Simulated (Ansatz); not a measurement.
This geometry of BCl2H2N + H2 (8 atoms, charge 0, multiplicity 1) is a first-order saddle point.

Level of theory: RKS revPBE-D4/def2-SVP in Ansatz 0.2.0.

```xyz
8
Properties=species:S:1:pos:R:3
B -0.092 0.258 0.235
N -0.066 0.104 1.785
H -0.849 -0.411 2.200
H 0.837 -0.150 2.197
Cl 1.517 0.035 -0.564
Cl -1.563 -0.439 -0.559
H -0.315 1.704 0.234
H -0.260 1.353 1.203
```

Question: Which two structures does it join? (They come from a converged band through this point; their orientation in space is the band's.)

Answer: Bonds broken: H7–H8. Bonds formed: B1–H7, N2–H8. BCl2H2N + H2 becomes BCl2H4N.

Image 0:

```xyz
8
Properties=species:S:1:pos:R:3
B 0.052 -0.459 0.276
N 0.062 -0.494 1.677
H -0.777 -0.681 2.225
H 0.913 -0.353 2.220
Cl 1.554 -0.139 -0.621
Cl -1.464 -0.727 -0.614
H -0.615 2.860 0.466
H -0.516 2.447 1.102
```

Image 8:

```xyz
8
Properties=species:S:1:pos:R:3
B -0.036 0.499 0.061
N -0.146 0.275 1.684
H -0.311 -0.725 1.881
H 0.729 0.555 2.155
Cl 1.441 -0.509 -0.424
Cl -1.648 -0.151 -0.583
H 0.112 1.696 -0.125
H -0.931 0.814 2.080
```

Question: How far does it lie above each of them?

Answer: 1.61 eV above the first and 1.69 eV above the second. This is the barrier of this one path; another mechanism may lie lower. The orbitals stay closed-shell, which can raise the energy where a bond breaks towards radicals; this wasn't checked here.

Run time: 2.1 min on 2 threads of Arm Neoverse V2, with other jobs on the host, peak memory 0.12 GiB.
